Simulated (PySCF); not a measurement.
Interval between two levels of Ho⁺ by level of theory

Ho⁺ [Xe] 4f11 6s1 [5I8, M_J = 8] → Ho⁺ [Xe] 4f11 6p1 [5K9, M_J = 9], as a difference of total energies. Computed with PySCF 2.14 in x2c-SVPall-2c with one added diffuse shell each of s, p, d, f type (8s11p10d4f1g, 128 functions), with the two-component X2C-1e Hamiltonian. Correlated levels: [Ar] 3d10 frozen; the 16 highest virtual spinors dropped. "Screened" scales the spin-orbit matrix elements by Boettger's factors to mimic the two-electron term; Breit and QED terms are absent.

| method | interval between two levels (cm⁻¹) |
| --- | --- |
| GHF (screened spin-orbit) | 26298 |
| GMP2 (screened spin-orbit) | 29128 |

The labels give the starting determinants; with spin-orbit coupling the two ends relaxed to ⟨J²⟩ = 72.01, ⟨L²⟩ = 42.39, ⟨S²⟩ = 6.01 and ⟨J²⟩ = 90.01, ⟨L²⟩ = 56.44, ⟨S²⟩ = 6.00.
